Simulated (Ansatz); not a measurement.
```yaml
crystal:
  periodic: [false, false, false]
  atoms:
    - {symbol: O, position_ang: [-0.133290, 0.038646, 0.863698]}
    - {symbol: B, position_ang: [0.106925, 0.900498, -0.243394]}
    - {symbol: O, position_ang: [0.194030, 2.217507, 0.041654]}
    - {symbol: S, position_ang: [0.236376, -0.026150, -1.758756]}
    - {symbol: Al, position_ang: [-0.103956, -1.633500, -0.162799]}
    - {symbol: H, position_ang: [-0.190758, 0.394296, 1.754899]}
    - {symbol: H, position_ang: [0.360707, 2.763069, -0.730333]}
    - {symbol: H, position_ang: [1.175631, -2.441463, 0.306011]}
    - {symbol: H, position_ang: [-1.557164, -2.259103, -0.088080]}
basis:
  gaussian: {orbitals: ANO-RCC-VTZP, final_grid: {core_spheres: 5, valence_spheres: 4, degree: 11}}
hamiltonian: {xc: {name: PBE-QIDH}}
output: {forces: true}
```

```sh
$ ansatz run in.yaml --threads 4 --pin off --events-out ev --progress --plain --max-ram 10444MiB
```

It prints (some lines left out):

```
Functional definition: PBE-QIDH
1309 factors; integrals over basis functions are off by at most 1.2e-3 eV
mean field evaluation 1: about -22290.5354 eV, gradient 4.7e1 eV
mean field evaluation 2: about -22290.6571 eV, gradient 4.7e1 eV
mean field evaluation 4: about -22294.4096 eV, gradient 3.3e0 eV
mean field evaluation 8: about -22294.4437 eV, gradient 7.6e-2 eV
mean field evaluation 16: about -22294.4438 eV, gradient 2.3e-5 eV
mean field -22294.44375442 eV, -819.3056962583 hartree, gradient 8.1e-6 eV, S^2 0.000000; 0 other end points of the search recorded, 0 dependent functions left out
13 core orbitals not correlated: weight in the atoms' cores, before any rotation towards them, 1.000 or more for the frozen orbitals, at most 0.000 for the correlated occupied ones
reference -22294.44377682 eV, -819.3056970813 hartree; 14, 14 occupied and 187, 187 virtual orbitals, 1309 factors
second order -25.44602621 eV of doubles, -0.00000000 eV of singles
Total energy: -22302.92578555 eV, -819.6174051530 hartree
Relativity: scalar
Atom 0 at    -0.133290     0.038646     0.863698 Å, force     0.011597     0.163631     0.108691 eV/Å
Atom 1 at     0.106925     0.900498    -0.243394 Å, force    -0.007045     0.086915     0.096855 eV/Å
Atom 2 at     0.194030     2.217507     0.041654 Å, force     0.040321    -0.037429    -0.262734 eV/Å
Atom 3 at     0.236376    -0.026150    -1.758756 Å, force    -0.018433    -0.023401     0.134915 eV/Å
Atom 4 at    -0.103956    -1.633500    -0.162799 Å, force    -0.003812    -0.014767     0.025017 eV/Å
Atom 5 at    -0.190758     0.394296     1.754899 Å, force     0.021519    -0.103283    -0.294906 eV/Å
Atom 6 at     0.360707     2.763069    -0.730333 Å, force    -0.058968    -0.199208     0.243294 eV/Å
Atom 7 at     1.175631    -2.441463     0.306011 Å, force    -0.101220     0.071460    -0.040885 eV/Å
Atom 8 at    -1.557164    -2.259103    -0.088080 Å, force     0.116041     0.056082    -0.010248 eV/Å
Dipole moment:    -0.001178     0.561258     0.429174 e Å
```

It took 20 s on 4 threads of an Intel Xeon on a shared host, with 0.77 GiB of host memory at the peak.
